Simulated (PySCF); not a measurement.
Delta-SCF ions had no search for a lower state. 

Cartesian coordinates (Å):
```xyz
9

S      2.2276     0.1314     0.2457
C      0.6838    -0.4449    -0.4754
S     -0.3034     0.7190    -1.4830
C     -1.5912     0.4894    -0.2280
S     -0.5968    -0.6326     0.7964
H      3.0292    -0.2990    -0.7445
H      0.8740    -1.3707    -1.0149
H     -1.8544     1.4111     0.2892
H     -2.4823     0.0066    -0.6269
```
Charge 0, spin multiplicity 1.

### Question
What vertical ionisation energy (Delta-SCF), total energy and LUMO does PBE0-D3(BJ)/def2-TZVP run with PySCF 2.14.0 give?

### Answer

* **vertical ionisation energy (Delta-SCF)**: 8.77 eV
* **total energy**: -1272.7329 Ha
* **LUMO**: -1.29 eV
